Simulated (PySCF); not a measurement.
# Relaxation of singlet YbCl₂

Level of theory: B3LYP in PySCF with Yb def2-SVP with ECP28, Cl def2-SVP; scalar-relativistic core potentials, no spin–orbit coupling; density-fitted integrals. A (50,194) grid was used.

A start displaced from a saddle point along its imaginary mode, of C2v symmetry, held to at least that symmetry:

```xyz
3
charge 0 multiplicity 1, angstrom
Yb   -0.1005    0.0000    0.0000
Cl    0.2500    0.0000    2.5163
Cl    0.2500    0.0000   -2.5163
```

At each step, columns x, y, z (Å) and Fx, Fy, Fz (eV/Å):

```
step 0  E − E(last) = 5.15 kJ/mol
Yb  -0.101   0.000   0.000   0.027   0.000   0.000
Cl   0.250   0.000   2.516  -0.013   0.000  -0.274
Cl   0.250   0.000  -2.516  -0.013   0.000   0.274
step 1  E − E(last) = 4.51 kJ/mol
Yb  -0.107   0.000   0.000  -0.016   0.000   0.000
Cl   0.253   0.000   2.500   0.008   0.000  -0.140
Cl   0.253   0.000  -2.500   0.008   0.000   0.140
step 2  E − E(last) = 4.15 kJ/mol
Yb  -0.125   0.000   0.000  -0.075   0.000   0.000
Cl   0.262   0.000   2.479   0.037   0.000   0.025
Cl   0.262   0.000  -2.479   0.037   0.000  -0.025
step 3  E − E(last) = 3.99 kJ/mol
Yb  -0.144   0.000   0.000  -0.090   0.000   0.000
Cl   0.272   0.000   2.471   0.045   0.000   0.052
Cl   0.272   0.000  -2.471   0.045   0.000  -0.052
step 4  E − E(last) = 0.27 kJ/mol
Yb  -0.408   0.000   0.000  -0.053   0.000   0.000
Cl   0.404   0.000   2.364   0.027   0.000  -0.006
Cl   0.404   0.000  -2.364   0.027   0.000   0.006
step 5  E − E(last) = 0.36 kJ/mol
Yb  -0.497   0.000   0.000   0.172   0.000   0.000
Cl   0.448   0.000   2.328  -0.086   0.000  -0.158
Cl   0.448   0.000  -2.328  -0.086   0.000   0.158
step 6  E − E(last) = 0.05 kJ/mol
Yb  -0.446   0.000   0.000   0.020   0.000   0.000
Cl   0.423   0.000   2.347  -0.010   0.000  -0.053
Cl   0.423   0.000  -2.347  -0.010   0.000   0.053
step 7  E − E(last) = 0.04 kJ/mol
Yb  -0.451   0.000   0.000   0.026   0.000   0.000
Cl   0.425   0.000   2.344  -0.013   0.000  -0.053
Cl   0.425   0.000  -2.344  -0.013   0.000   0.053
step 8  E − E(last) = 0.01 kJ/mol
Yb  -0.465   0.000   0.000   0.028   0.000   0.000
Cl   0.432   0.000   2.333  -0.014   0.000  -0.035
Cl   0.432   0.000  -2.333  -0.014   0.000   0.035
step 9  E − E(last) = 0.00 kJ/mol
Yb  -0.468   0.000   0.000   0.014   0.000   0.000
Cl   0.434   0.000   2.329  -0.007   0.000  -0.014
Cl   0.434   0.000  -2.329  -0.007   0.000   0.014
```

It ends at C2v with Yb–Cl 2.498 Å (×2); Cl–Yb–Cl 137.6°. No frequency check is given, so it may be a saddle point.

Stability towards spin polarisation was not tested.
